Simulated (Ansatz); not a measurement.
`Cl[SiH2][NH][GeH3]` + H–F → `F[SiH2]Cl` + `[NH2][GeH3]` at 600 K and 1 bar (ligand exchange at the Si–N bond).

Program: Ansatz. Geometries: PBE0-D4/def2-TZVP. ΔE: electronic, gas phase. CCSD(T)/CBS adds triple-zeta CCSD(T) − MP2 to the extrapolated MP2 energy (def2 sets, frozen cores). This one scheme is used for every species. For Ge outer-core shells are correlated without core-valence functions, which leaves a few kJ/mol of doubt a bond. Scalar relativity is left out up to krypton. Each species was taken in one conformer, which may not be the lowest.

```
             species  CCSD(T)/CBS energy (Eh)  H − E (kJ/mol)  S (J/(mol·K))
`Cl[SiH2][NH][GeH3]`              -2883.36260           217.7          462.2
                 H–F               -100.39570            42.3          194.0
         `F[SiH2]Cl`               -849.96195            91.2          329.4
       `[NH2][GeH3]`              -2133.81884           167.5          333.3
```

H − E and S are ideal-gas, rigid-rotor, harmonic terms from PBE0-D4/def2-TZVP, for one conformer and one mirror image of each species. 1 Eh = 2625.50 kJ/mol, R = 8.31446 J/(mol·K).

By hand: ΔE, ΔH, ΔS and ΔG.

ΔE = (-849.96195) + (-2133.81884) − (-2883.36260) − (-100.39570) = -0.02249 Eh = -59.0 kJ/mol. Δ(H − E) = 91.2 + 167.5 − 217.7 − 42.3 = -1.3, so ΔH = -60.3 kJ/mol. ΔS = 329.4 + 333.3 − 462.2 − 194.0 = 6.5 J/(mol·K). ΔG = -60.3 − 600 × (6.5)/1000 = -64.2 kJ/mol.

By hand: the equilibrium constant, and the temperature at which ΔG would vanish if ΔH and ΔS stayed fixed.

log₁₀ K = −ΔG/(RT ln 10) = 5.6. ΔH and −TΔS have one sign here, so there is no such temperature.

The number of gas molecules stays the same, so ΔS is small and ΔH decides. A doubt of 5 kJ/mol in ΔE shifts log₁₀ K by 0.4 here. Other conformers and mirror images would add mixing entropy, several J/(mol·K) or more a flexible species. Modes under 60 cm⁻¹, often nearly free rotors, make the harmonic entropy too high. These are equilibria of isolated gas molecules and say nothing of rates. Largest T1 diagnostic: 0.011 (customary marks: 0.02 for closed shells, 0.045 for open ones).

ΔS is within the doubt of such terms, so its sign, and with it that verdict, could turn.
